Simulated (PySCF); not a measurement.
How do the members of this family differ from one of them?

PySCF, wB97X-D/def2-SVPD, density fitting, gas phase; each molecule at its own PBE0-D3(BJ)/def2-SVP geometry, one conformer. Singlet excitations by full TDDFT with frozen cores and triplets by Tamm–Dancoff TDDFT. 

Reference: `[H][Al]([H])([H])<-[NH3]`, with HOMO energy -9.34 eV, LUMO energy 1.14 eV, lowest singlet excitation 6.38 eV, lowest triplet excitation 6.17 eV, mean polarisability 46.2 au and dipole moment 5.44 D.

Changes against it:

| molecule | change | Δ HOMO energy (eV) | Δ LUMO energy (eV) | Δ lowest singlet excitation (eV) | Δ lowest triplet excitation (eV) | Δ mean polarisability (au) | Δ dipole moment (D) |
| --- | --- | --- | --- | --- | --- | --- | --- |
| [H][Al]([H])([H])<-[NH2]C | donor: NH3 to NH2Me | +0.03 | +0.23 | +0.14 | +0.12 | +11.1 | 0.00 |
| [H][Al]([H])([H])<-[OH2] | donor: NH3 to H2O | -0.10 | -0.43 | -0.45 | -0.43 | -4.3 | -0.64 |
| [H][Al]([H])([H])<-[AsH3] | donor: NH3 to AsH3 | -0.43 | -0.03 | +0.23 | +0.10 | +23.3 | -1.52 |
| [H][Al]([H])([H])<-[PH3] | donor: NH3 to PH3 | -0.36 | +0.21 | +0.36 | +0.23 | +18.1 | -1.19 |

Rows whose labels were lost:

```tsv
row	Δ HOMO energy (eV)	Δ LUMO energy (eV)	Δ lowest singlet excitation (eV)	Δ lowest triplet excitation (eV)	Δ mean polarisability (au)	Δ dipole moment (D)
P	-0.85	-1.63	-1.19	-1.27	+3.0	-3.37
Q	-0.40	-0.25	+0.04	-0.05	+11.5	-1.85
```

Which row belongs to which of `[H][Al]([H])([H])<-[SH2]` (donor: NH3 to H2S) and `[H][Al]([H])([H])<-[C-]#[O+]` (donor: NH3 to CO)?

P = `[H][Al]([H])([H])<-[C-]#[O+]` and Q = `[H][Al]([H])([H])<-[SH2]`. P and Q are told apart most clearly by the LUMO energy (-1.63 against -0.25 eV).

Which row has the smallest HOMO–LUMO gap and which the largest, and does the HOMO or the LUMO shift more there?

Smallest, counted from the reference: P, -0.78 eV (HOMO -0.85, LUMO -1.63), the larger shift being that of the LUMO. Largest: `[H][Al]([H])([H])<-[PH3]`, +0.57 eV (HOMO -0.36, LUMO +0.21), the larger shift being that of the HOMO.
